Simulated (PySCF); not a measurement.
(E)-1-bromo-2-fluoroprop-1-ene (C3H4BrF), SMILES Br/C=C(/F)C. Geometry optimised at B3LYP-D3(BJ)/def2-SVP.

All values below come from B3LYP-D3(BJ)/def2-SVP in PySCF 2.14.0.

Harmonic wavenumbers (cm⁻¹): 144, 195, 234, 364, 441, 465, 746, 804, 904, 1016, 1053, 1171, 1305, 1408, 1444, 1448, 1738, 3036, 3103, 3170, 3232. Rotational constants (GHz): 8.954, 1.413, 1.230; symmetry number 1.

Work out the zero-point energy and the ideal-gas rigid-rotor harmonic-oscillator thermochemistry at 298.15 K and 1 atm.

ZPE = ½ Σ hcν = ½ × 27420 cm⁻¹ = 39.20 kcal/mol. H − E(el) = 43.42 kcal/mol. Entropy in cal/(mol K): translation 40.70, rotation 27.43, vibration 10.34, total 78.47. G − E(el) = 20.02 kcal/mol. Cp = 21.00 cal/(mol K). Modes under 150 cm⁻¹ make the vibrational entropy uncertain.
